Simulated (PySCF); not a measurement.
Molfile (atoms numbered from 1):
```
C2H10BOP
     RDKit          3D

 15 14  0  0  0  0  0  0  0  0999 V2000
   -1.6245   -0.7899   -0.1967 C   0  0  0  0  0  0  0  0  0  0  0  0
   -0.5014    0.0440   -0.4554 O   0  0  0  0  0  0  0  0  0  0  0  0
   -0.7960    1.4349   -0.3470 C   0  0  0  0  0  0  0  0  0  0  0  0
    0.8829   -0.4510    0.2960 B   0  0  0  0  0  0  0  0  0  0  0  0
    2.3489    0.4996   -0.6066 P   0  0  0  0  0  0  0  0  0  0  0  0
   -1.9331   -0.6962    0.8571 H   0  0  0  0  0  0  0  0  0  0  0  0
   -1.3132   -1.8193   -0.4004 H   0  0  0  0  0  0  0  0  0  0  0  0
   -2.4459   -0.4948   -0.8652 H   0  0  0  0  0  0  0  0  0  0  0  0
   -1.0899    1.6774    0.6868 H   0  0  0  0  0  0  0  0  0  0  0  0
   -1.6046    1.6801   -1.0499 H   0  0  0  0  0  0  0  0  0  0  0  0
    0.1206    1.9729   -0.6182 H   0  0  0  0  0  0  0  0  0  0  0  0
    0.7347   -0.0817    1.4528 H   0  0  0  0  0  0  0  0  0  0  0  0
    0.8447   -1.6554    0.1376 H   0  0  0  0  0  0  0  0  0  0  0  0
    2.9624   -0.5784   -1.3102 H   0  0  0  0  0  0  0  0  0  0  0  0
    3.2683    0.4762    0.4812 H   0  0  0  0  0  0  0  0  0  0  0  0
  1  2  1  0
  2  3  1  0
  2  4  1  0
  4  5  1  0
  1  6  1  0
  1  7  1  0
  1  8  1  0
  3  9  1  0
  3 10  1  0
  3 11  1  0
  4 12  1  0
  4 13  1  0
  5 14  1  0
  5 15  1  0
M  CHG  2   2   1   4  -1
M  END
```

Geometry: PBE0-D3(BJ)/def2-SVP; GIAO absolute shieldings from PySCF, gas phase, non-relativistic, averaged over equivalent atoms.

At PBE0/6-31G (69 basis functions, 5.8 s wall time on 1 thread of an Arm Neoverse V2, shared host):
```csv
atoms,σ (ppm)
C1/C3,137.3
O2,326.0
B4,108.1
P5,609.6
H12/H13,28.35
H6/H7/H8/H9/H10/H11,28.89
H14/H15,30.96
```

Q: What do these become at PBE0/cc-pVTZ?

A: 
| atoms | σ at PBE0/cc-pVTZ | change |
| --- | --- | --- |
| C1/C3 | 122.4 | -14.9 |
| O2 | 319.0 | -7.0 |
| B4 | 97.7 | -10.4 |
| P5 | 557.3 | -52.3 |
| H12/H13 | 27.59 | -0.76 |
| H6/H7/H8/H9/H10/H11 | 27.68 | -1.21 |
| H14/H15 | 29.48 | -1.48 |

The largest change is at P5 (phosphorus bonded to B, 2 H). Cost: 294 basis functions, 40 s wall time on 1 thread of an Arm Neoverse V2, shared host.
